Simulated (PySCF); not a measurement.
Gas-phase reaction: SbBr3 + SbH3 ⇌ 3 HBr + 2 Sb

Computed with PySCF and rigid-rotor harmonic-oscillator thermochemistry at 1 bar. † marks an energy on the PBE0/def2-TZVP geometry and frequencies. MP2 and CCSD(T) freeze the core. Open shells (unrestricted): Sb (multiplicity 4); the rest are closed-shell singlets. Sb: scalar-relativistic def2 core potential, no spin-orbit coupling. Br: all electrons, no relativistic terms. MP2 isn't extrapolated to the basis-set limit. CCSD(T) isn't extrapolated to the basis-set limit.

```csv
level,"ΔH°(298 K), kJ"
BLYP/def2-TZVP†,505
CCSD(T)/def2-SVP†,(withheld)
HF/def2-TZVP†,177
MP2/def2-SVP†,325
MP2/def2-TZVPP†,412
PBE0/def2-QZVP†,(withheld)
PBE0/def2-SVP†,(withheld)
LDA/def2-TZVP†,661
ωB97M-V/def2-TZVP†,(withheld)
ωB97X-V/def2-TZVP†,531
```

Q: Complete the blanks.

A: 
- CCSD(T)/def2-SVP†, ΔH°(298 K), kJ: 316
- PBE0/def2-QZVP†, ΔH°(298 K), kJ: 487
- PBE0/def2-SVP†, ΔH°(298 K), kJ: 451
- ωB97M-V/def2-TZVP†, ΔH°(298 K), kJ: 481
